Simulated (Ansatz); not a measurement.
Steps of a relaxation of CH3BOSe, SMILES `[SeH]C1BO1` with RKS PBE0-D4/def2-TZVP.

```sh
$ ansatz run in.yaml --threads 2 --pin off --events-out ev --progress --plain --max-ram 4352MiB
```

```yaml
crystal:
  periodic: [false, false, false]
  atoms:
    - {symbol: Se, position_ang: [-1.620174, 0.748134, -0.774384]}
    - {symbol: C, position_ang: [-0.311254, 0.181428, 0.518213]}
    - {symbol: B, position_ang: [1.024495, -0.483541, 0.203483]}
    - {symbol: O, position_ang: [0.045829, -1.323951, 0.555211]}
    - {symbol: H, position_ang: [-0.677550, 0.806178, -1.925008]}
    - {symbol: H, position_ang: [-0.574860, 0.547967, 1.525249]}
    - {symbol: H, position_ang: [2.174814, -0.544314, -0.148464]}
basis:
  gaussian: {orbitals: def2-TZVP}
hamiltonian: {xc: pbe0, dispersion: d4}
relax: {f_tol: 0.005, max_steps: 150}
```

Positions (Å) and forces (eV/Å) along the path, 7 of 7 steps:

```xyz
7
step=1 energy=-69147.5270 eV
Se   -1.620    0.748   -0.774    0.518   -0.125   -0.080
C    -0.311    0.181    0.518    0.129   -0.354    0.270
B     1.024   -0.484    0.203   -0.293   -0.164    0.070
O     0.046   -1.324    0.555    0.214    0.862   -0.142
H    -0.678    0.806   -1.925   -0.258   -0.011    0.302
H    -0.575    0.548    1.525    0.166   -0.245   -0.564
H     2.175   -0.544   -0.148   -0.476    0.037    0.144
7
step=2 energy=-69147.5561 eV
Se   -1.604    0.740   -0.771    0.102   -0.010    0.013
C    -0.305    0.184    0.517    0.047   -0.353    0.079
B     1.019   -0.479    0.202   -0.137   -0.076    0.045
O     0.041   -1.310    0.549    0.089    0.458   -0.056
H    -0.676    0.799   -1.912   -0.033    0.002    0.048
H    -0.568    0.537    1.514    0.060   -0.034   -0.166
H     2.155   -0.540   -0.145   -0.129    0.012    0.037
7
step=3 energy=-69147.5618 eV
Se   -1.599    0.735   -0.772   -0.052   -0.013   -0.005
C    -0.311    0.171    0.516    0.075   -0.144    0.014
B     1.013   -0.478    0.200    0.047    0.041   -0.001
O     0.043   -1.306    0.559   -0.104    0.103   -0.011
H    -0.667    0.804   -1.904    0.019    0.004   -0.021
H    -0.559    0.539    1.504   -0.014    0.018    0.035
H     2.141   -0.534   -0.149    0.029   -0.009   -0.012
7
step=4 energy=-69147.5629 eV
Se   -1.601    0.731   -0.771   -0.020    0.020   -0.030
C    -0.308    0.171    0.516   -0.009   -0.050    0.044
B     1.015   -0.476    0.202    0.074    0.037   -0.047
O     0.037   -1.299    0.553   -0.034   -0.020    0.021
H    -0.668    0.803   -1.904   -0.004    0.004   -0.002
H    -0.558    0.538    1.506   -0.013    0.022    0.008
H     2.144   -0.537   -0.148    0.005   -0.012    0.005
7
step=5 energy=-69147.5627 eV rejected
Se   -1.601    0.728   -0.772   -0.020   -0.001   -0.019
C    -0.309    0.168    0.521    0.007   -0.001   -0.016
B     1.019   -0.470    0.197   -0.045   -0.057    0.071
O     0.043   -1.296    0.559    0.002    0.021   -0.031
H    -0.668    0.810   -1.905    0.000   -0.002    0.014
H    -0.568    0.540    1.506    0.037    0.005   -0.004
H     2.146   -0.547   -0.152    0.018    0.033   -0.016
7
step=6 energy=-69147.5632 eV
Se   -1.602    0.729   -0.772   -0.002    0.000   -0.004
C    -0.310    0.167    0.518    0.003    0.000    0.003
B     1.017   -0.474    0.201    0.007   -0.004   -0.007
O     0.039   -1.298    0.556   -0.007   -0.001    0.005
H    -0.669    0.808   -1.904   -0.001    0.001    0.003
H    -0.560    0.541    1.505    0.000   -0.001    0.000
H     2.146   -0.541   -0.149    0.000    0.004    0.002
7
step=7 energy=-69147.5633 eV
Se   -1.603    0.728   -0.773    0.000   -0.001   -0.002
C    -0.309    0.167    0.518   -0.001    0.002    0.004
B     1.017   -0.475    0.200    0.002   -0.003   -0.001
O     0.039   -1.298    0.556   -0.001   -0.001   -0.001
H    -0.668    0.809   -1.904   -0.001    0.001    0.000
H    -0.560    0.541    1.505    0.001    0.001   -0.001
H     2.146   -0.541   -0.149   -0.001    0.001    0.000
```

It took 33 s on 2 threads of an Arm Neoverse V1 on a shared host, with 0.35 GiB of host memory at the peak.
